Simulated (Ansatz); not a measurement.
Geometry optimisation, RKS PBE0-D4/6-31G in Ansatz 0.2.0.

Input file:

```yaml
crystal:
  periodic: [false, false, false]
  atoms:
    - { symbol: Si, position_ang: [0.0, 0.0, 0.0] }
    - { symbol: O, position_ang: [0.0, 0.0, 1.68] }
    - { symbol: Si, position_ang: [-1.3147, -0.4067, 2.6436] }
    - { symbol: H, position_ang: [-2.239, -1.2403, 1.8804] }
    - { symbol: H, position_ang: [-0.8506, -1.1432, 3.8157] }
    - { symbol: H, position_ang: [-1.9987, 0.8095, 3.0733] }
    - { symbol: O, position_ang: [1.5842, 0.0, -0.5594] }
    - { symbol: Si, position_ang: [2.4906, -1.3762, -0.8866] }
    - { symbol: H, position_ang: [1.6598, -2.3521, -1.5857] }
    - { symbol: H, position_ang: [3.6318, -1.0202, -1.7249] }
    - { symbol: H, position_ang: [2.9691, -1.9538, 0.366] }
    - { symbol: O, position_ang: [-0.7913, 1.3709, -0.5594] }
    - { symbol: Si, position_ang: [-2.4002, 1.4263, -1.0396] }
    - { symbol: H, position_ang: [-3.2124, 0.6421, -0.1138] }
    - { symbol: H, position_ang: [-2.862, 2.8114, -1.0378] }
    - { symbol: H, position_ang: [-2.5267, 0.8736, -2.385] }
    - { symbol: O, position_ang: [-0.7913, -1.3709, -0.5594] }
    - { symbol: Si, position_ang: [-1.673, -2.4329, 0.3983] }
    - { symbol: H, position_ang: [-1.2634, -2.287, 1.792] }
    - { symbol: H, position_ang: [-3.0964, -2.1323, 0.2761] }
    - { symbol: H, position_ang: [-1.4264, -3.8036, -0.0398] }
basis:
  gaussian: { orbitals: "6-31G" }
hamiltonian:
  xc: pbe0
  dispersion: d4
relax:
  f_tol: 0.02
  max_steps: 40
```

Launched with:

```bash
$ ansatz run input.yaml --threads 4 --pin off --max-ram 5120MiB --backend cpu --events-out ev --progress --plain --runs-dir out
```

**Question.** Where does it end, and by what steps?

**Answer.** It converged. The force dipped under the threshold on the way, but the program's further checks kept it going. Limits of this set-up: no polarisation functions. After 29 steps the energy has fallen by 2.942 eV; H4 moved furthest, 2.46 Å.

```tsv
step	energy less start (eV)	largest force component (eV/Å)	accepted
0	0.0000	3.041	yes
2	-2.0945	0.497	yes
4	-2.5819	0.167	yes
6	-2.7606	0.171	yes
8	-2.8409	0.144	yes
10	-2.8767	0.351	yes
12	-2.9077	0.143	yes
14	-2.9199	0.398	yes
16	-2.9311	0.009	yes
18	-2.9291	0.169	no
20	-2.9380	0.035	yes
22	-2.9387	0.016	yes
24	-2.9392	0.026	yes
26	-2.9405	0.043	yes
28	-2.9414	0.034	yes
29	-2.9417	0.017	yes
```

```xyz
21
Properties=species:S:1:pos:R:3
Si -0.674 -0.647 0.258
O -0.596 -0.495 1.908
Si -0.720 0.237 3.430
H -2.103 0.030 3.982
H 0.287 -0.397 4.346
H -0.446 1.713 3.328
O 0.850 -0.835 -0.356
Si 2.482 -0.929 -0.767
H 2.707 -2.137 -1.634
H 2.887 0.309 -1.520
H 3.318 -1.049 0.478
O -1.377 0.717 -0.375
Si -2.244 1.650 -1.493
H -3.721 1.456 -1.287
H -1.890 3.093 -1.278
H -1.887 1.251 -2.900
O -1.594 -1.968 -0.141
Si -2.207 -3.545 -0.134
H -2.179 -4.114 1.259
H -3.625 -3.511 -0.630
H -1.380 -4.415 -1.041
```

The run took 2.6 min on 4 threads of Arm Neoverse V1 (shared host), peak memory 0.45 GiB.
